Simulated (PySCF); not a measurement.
**Dipole response of Te²⁺ (tellurium, charge +2)**

[Kr] 4d10 5s1 5p3, high-spin 5S determinant (an excited configuration). All numbers are calculated (PySCF 2.14, a scalar-relativistic core potential, in aug-cc-pVQZ-PP with one added diffuse shell each of s, p, d, f, g type with ECP28MDF (8s8p6d4f3g, 117 functions)). Coupled (time-dependent) response in atomic units; α is the mean over directions.

```json
{"method": "UHF", "mean α (bohr³)": "13.94", "C₆ (like pair)": "88.21", "S(−4)": "44.71"}
{"method": "PBE", "mean α (bohr³)": "14.24", "C₆ (like pair)": "90.84", "S(−4)": "47.66"}
{"method": "PBE0", "mean α (bohr³)": "14.04", "C₆ (like pair)": "89.21", "S(−4)": "45.96"}
{"method": "M06-2X", "mean α (bohr³)": "13.30", "C₆ (like pair)": "81.98", "S(−4)": "41.62"}
```

S(−4) is the Cauchy moment in α(ω) = α(0) + S(−4) ω² + …

α(iu) at PBE0:

```tsv
u (hartree)	α(iu) (bohr³)
0	14.04
0.0500	13.93
0.100	13.60
0.200	12.44
0.300	10.92
0.500	7.983
0.750	5.424
1.00	3.891
1.50	2.335
2.00	1.601
3.00	0.9192
5.00	0.4236
```

For an ion, C₆ is the dispersion term alone; charge-induced terms of lower order in 1/R come first.

Energies and moments cover only the electrons outside the core potential.
